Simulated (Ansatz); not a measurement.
```yaml
crystal:
  periodic: [false, false, false]
  atoms:
    - {symbol: F, position_ang: [-0.411906, -1.944707, 2.397697]}
    - {symbol: Zn, position_ang: [-0.390358, -0.628365, 1.218747]}
    - {symbol: Ga, position_ang: [0.153326, 0.721047, -0.738824]}
    - {symbol: H, position_ang: [-0.467950, 0.162873, -2.234340]}
    - {symbol: H, position_ang: [0.979455, 1.897561, -0.477513]}
basis:
  gaussian: {orbitals: "6-31G*", fitting: {mean_field: cc-pVTZ-jkfit}, point_charges: [{charge: -1.00, position_ang: [4.616, -0.699, -0.308]}]}
magnetization: {spin_polarized: true, initial_magnetization: 0}
hamiltonian: {xc: {name: r2SCANh}}
```

```sh
$ ansatz run in.yaml --threads 2 --pin off --events-out ev --progress --plain --max-ram 4352MiB
```

(1) How does Ansatz answer? (Estimate.)

## Answers

(1) Ansatz gave: The input was rejected before any iteration.
```
Functional definition: r2SCANh
Error: <dir> the basis set cc-pVTZ-JKFIT has no functions for Zn
```
